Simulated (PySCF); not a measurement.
A structure optimised at B3LYP-D3(BJ)/def2-SVP, used in a PySCF frequency run:

```xyz
7

Sn     0.0000     0.0000     0.2908
O     -1.5804     0.9508    -0.5222
H     -1.3856     1.8899    -0.6692
O      1.6137     0.8933    -0.5222
H      2.3295     0.2550    -0.6692
O     -0.0332    -1.8441    -0.5222
H     -0.9439    -2.1449    -0.6692
```
Charge 0, spin multiplicity 2.

### Question
Write its SMILES, formula and point group.

### Answer
[OH][Sn]([OH])[OH], H3O3Sn, C3

### Question
What are its rotational constants (standard atomic weights)?

### Answer
4.4294, 4.4294, 2.8095 GHz
